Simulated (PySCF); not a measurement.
How methods differ on the ionisation energy of Fe²⁴⁺

Fe²⁴⁺ 1s2 (1S) → Fe²⁵⁺ 1s1 (2S), as a difference of total energies. Calculation: PySCF 2.14, in an uncontracted even-tempered set (15 s from 26 bohr⁻², ratio 2.2; 7 p from 40 bohr⁻², ratio 2.4; 4 d from 120 bohr⁻², ratio 2.4; 3 f from 180 bohr⁻², ratio 2.4; 3 g from 270 bohr⁻², ratio 2.4); the non-relativistic Hamiltonian (point nucleus). Correlated levels: nothing frozen; virtual orbitals above 40 to 60 times the deepest correlated orbital energy dropped. The calculations carry no spin-orbit coupling.

```tsv
method	ionisation energy (eV)	difference from reference (eV)
UHF	8758.3	-69.9
LDA	8733.1	-95.1
PBE	8755.2	-73.0
PBE0	8756.2	-72.0
r2SCAN	8759.6	-68.6
revPBE	8758.3	-69.9
B3LYP	8756.9	-71.3
MP2 (all electrons)	8759.5	-68.7
SCS-MP2 (all electrons)	8759.8	-68.4
```

Reference: 8828.2 eV (theoretical estimate listed by NIST; NIST Atomic Spectra Database, ionization energies).

These non-relativistic numbers lack the scalar-relativistic shift.
